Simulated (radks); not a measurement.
Ionisation of the indium ion In2+, [Kr] 4d10 5s1, to [Kr] 4d10 as the strength of local exchange is varied. Method: Dirac Kohn-Sham, Slater X-alpha exchange (alpha = 2/3 is LDA exchange), no correlation, spin-unpolarised, spherical densities, point nucleus; computed with a radial shooting solver on a logarithmic mesh with Libxc functionals.

| alpha | E(In2+) (hartree) | exchange (hartree) | IE (eV) | -e of the level emptied (eV) | <r> of it (bohr) |
|---|---|---|---|---|---|
| 0.638 | -5866.08150 | -142.95711 | 27.222 | 22.604 (5s1/2) | 2.359 |
| 0.667 | -5872.58307 | -149.61689 | 27.518 | 22.898 (5s1/2) | 2.346 |
| 0.733 | -5887.40594 | -164.82585 | 28.197 | 23.572 (5s1/2) | 2.319 |
| 0.82 | -5907.00077 | -184.98473 | 29.101 | 24.473 (5s1/2) | 2.284 |
| 0.826 | -5908.35447 | -186.37964 | 29.164 | 24.535 (5s1/2) | 2.282 |

NIST Atomic Spectra Database: 28.044 eV (measured). The Delta-SCF value meets it near alpha = 0.72. Spin polarisation and multiplet splitting are left out, so open shells lie too high by an amount that depends on their filling.

Beside tabulated values, note that spin-unpolarised runs miss the spin-polarisation part of the exchange energy of open shells.
